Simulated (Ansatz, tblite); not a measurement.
Cost and result up the ladder for Hf2Se4 (the lowest singlet isomer of a short search) (6 atoms). The state is a singlet with charge 0. Geometry: PBE-D4/def2-SVP.

```xyz
6

Hf   -0.425    1.651   -0.231
Hf    0.424   -1.646    0.231
Se    1.593   -2.840   -1.439
Se    1.645    0.534    0.769
Se   -1.643   -0.529   -0.776
Se   -1.594    2.830    1.448
```

Ansatz on 4 threads of Arm Neoverse V2 on a shared host; xTB runs through tblite on one thread. Times are rough, summed over both states, and most runs start from the orbitals of an earlier one. PBE0-D4/def2-TZVP serves as the yardstick here, not as an exact answer. The other state is a triplet at its own geometry, which has other bonds, so the gap mixes isomer and spin.

In the def2 sets Hf takes a core potential; there is no spin–orbit coupling. The xTB rows come from tblite. Correlated methods freeze 36 core orbitals; core or outer-core shells of Hf, Se are correlated, in sets that lack core-valence functions. HOMO above LUMO, or a gap near zero within one spin, warns that the state may not be the lowest or that an electron is smeared out. At PBE0-D4/def2-TZVP a singlet of charge 0 lies 0.41 eV below the triplet, each at its own geometry. The structure comes from a short search, and lower isomers may exist.

Second-order perturbation terms are unreliable where d shells bring near-degenerate states, and here MP2/def2-TZVP lies more than 0.4 eV from the median of the functionals without such a term.

Correlated methods converge slowly with the basis.

xTB has no spin-polarisation term.

```
            level  functions  wall time
         GFN1-xTB         54    0.019 s
         GFN2-xTB         54    0.027 s
 PBE-D4/def2-TZVP        272       45 s
    MP2/def2-TZVP        272       78 s
PBE0-D4/def2-TZVP        272    1.7 min
```

**Question.** Estimate what each level gives for the triplet − singlet (eV).

**Answer.** 
```json
{"level": "GFN1-xTB", "triplet − singlet (eV)": "1.30", "difference from PBE0-D4/def2-TZVP (eV)": "0.90", "remarks": "–"}
{"level": "GFN2-xTB", "triplet − singlet (eV)": "2.23", "difference from PBE0-D4/def2-TZVP (eV)": "1.82", "remarks": "–"}
{"level": "PBE-D4/def2-TZVP", "triplet − singlet (eV)": "0.40", "difference from PBE0-D4/def2-TZVP (eV)": "0.00", "remarks": "gap within one spin near zero (triplet)"}
{"level": "MP2/def2-TZVP", "triplet − singlet (eV)": "0.86", "difference from PBE0-D4/def2-TZVP (eV)": "0.45", "remarks": "test for broken spin undecided (singlet)"}
{"level": "PBE0-D4/def2-TZVP", "triplet − singlet (eV)": "0.41", "difference from PBE0-D4/def2-TZVP (eV)": "0.00", "remarks": "–"}
```
